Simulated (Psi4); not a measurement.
Noncovalent pair: CH4 (SMILES C) (first 5 atoms) with Si2H6 (SMILES [SiH3][SiH3]); geometry from B3LYP-D3(BJ)/def2-TZVP, rigid monomers moved along the line of their centres of mass till C1···Si7 is 6.96 Å.
(charge 0, multiplicity 1):
```xyz
13

C      0.0554    -0.1260     0.0464
H     -0.3725    -1.0483     0.4367
H     -0.5348     0.7218     0.3915
H      1.0800    -0.0225     0.3998
H      0.0467    -0.1546    -1.0423
Si     0.9879     0.6164     7.2864
Si    -1.1976    -0.1333     6.8901
H      1.7162    -0.3619     8.1309
H      0.9585     1.9202     7.9936
H      1.7276     0.7856     6.0134
H     -1.1807    -1.4447     6.1989
H     -1.9379     0.8388     6.0506
H     -1.9163    -0.2883     8.1788
```

Computed with SAPT0/jun-cc-pV(D+d)Z (Psi4).

Q: Which attractive term is largest, and how does the interaction split up?

A: electrostatics 0.00, exchange 0.00, induction 0.00, dispersion -0.03, total -0.04 kcal/mol; the largest attraction is dispersion.
